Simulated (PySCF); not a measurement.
## Vibration and rotation of SbS

PBE0 constants of SbS, ²Π (doublet), unpaired electrons π ↑ (Sb cc-pVTZ-PP with ECP28, S cc-pV(T+d)Z; scalar-relativistic core potentials (PySCF 2.14); masses 120.9038 and 31.9721 u):

| Item | Value |
| --- | --- |
| ωe | 513.2 cm⁻¹ |
| ωexe | 2.08 cm⁻¹ |
| Be | 0.13683 cm⁻¹ |
| αe | 0.000501 cm⁻¹ |
| D (centrifugal) | 3.89e-08 cm⁻¹ |
| De to Sb + S | 3.50 eV |

(1) Give the vibrational terms G(v) and spacings up to v = 3.

(2) How well does the Morse estimate ωe²/(4ωexe) reproduce De, and what is D0?

These are scalar-relativistic numbers at best; spin–orbit coupling would shift them, the dissociation energy most. The state was picked by a PBE0 search and need not be the measured ground state.

Answers

(1) G(v) = ωe(v+½) − ωexe(v+½)².

| v | G(v) (cm⁻¹) | G(v) − G(v−1) | Bv (cm⁻¹) |
| --- | --- | --- | --- |
| 0 | 256 |  | 0.1366 |
| 1 | 765 | 509 | 0.1361 |
| 2 | 1270 | 505 | 0.1356 |
| 3 | 1771 | 501 | 0.1351 |

(2) It gives 3.92 eV, 112 % of the computed De. D0 = De − G(0) = 3.50 − 0.03 = 3.47 eV.
